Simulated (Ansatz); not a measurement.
The pair A = H2S (SMILES S) (first 3 atoms), B = CH4S (SMILES CS); geometry from B3LYP-D3(BJ)/def2-TZVP.
(charge 0, multiplicity 1):
```xyz
9

S      0.59624     0.39126     0.22884
H      0.16097     0.80606     1.43809
H     -0.63877     0.04382    -0.16653
C     -0.26577    -1.21371     3.68027
S     -0.31561     0.57881     4.01149
H      0.14230    -1.75578     4.53014
H     -1.29934    -1.52080     3.52988
H      0.30143    -1.42658     2.77662
H      1.00394     0.75245     4.19220
```

Frozen-core correlation. MP2 and its Hartree–Fock in aug-cc-pV(Q+d)Z, aug-cc-pV(T+d)Z are density fitted.

Run with Ansatz (Gaussian orbitals). Values without a source in brackets are computed.

The counterpoise-corrected interaction energy is E(AB) − E(A in the pair's basis) − E(B in the pair's basis). Total energies (hartree):

| level | AB | A in the pair's basis | B in the pair's basis |
|---|---|---|---|
| HF/aug-cc-pV(T+d)Z | -836.4743760 | -398.7157117 | -437.7596698 |
| MP2/aug-cc-pV(T+d)Z | -837.0464277 | -398.9111720 | -438.1307372 |
| HF/aug-cc-pV(Q+d)Z | -836.4833143 | -398.7190536 | -437.7652823 |
| MP2/aug-cc-pV(Q+d)Z | -837.0915243 | -398.9278093 | -438.1589457 |
| MP2/aug-cc-pV(D+d)Z | -836.9025964 | -398.8596813 | -438.0392016 |
| CCSD(T)/aug-cc-pV(D+d)Z | -836.9782576 | -398.8888299 | -438.0864364 |

Q: Work out the counterpoise-corrected interaction energy at the basis-set limit: extrapolate the MP2 correlation part as X⁻³, take Hartree–Fock from the larger set, and add the CCSD(T) − MP2 difference of aug-cc-pV(D+d)Z.

A: 
1. Differences (1 hartree = 627.509 kcal/mol): HF/aug-cc-pV(T+d)Z 0.631; MP2/aug-cc-pV(T+d)Z -2.835; HF/aug-cc-pV(Q+d)Z 0.641; MP2/aug-cc-pV(Q+d)Z -2.993; MP2/aug-cc-pV(D+d)Z -2.330; CCSD(T)/aug-cc-pV(D+d)Z -1.877.
2. Correlation parts, MP2 less HF: -3.466 in aug-cc-pV(T+d)Z (X = 3), -3.634 in aug-cc-pV(Q+d)Z (X = 4).
3. Limit (4³·(-3.634) − 3³·(-3.466))/(4³ − 3³) = -3.756; with HF/aug-cc-pV(Q+d)Z it gives -3.115.
4. CCSD(T) less MP2 in aug-cc-pV(D+d)Z: 0.453.
Result: -2.66 kcal/mol, against -2.84 at MP2/aug-cc-pV(T+d)Z. It is an estimate of this method's limit, not of the exact value.

Ansatz is a first-principles code.
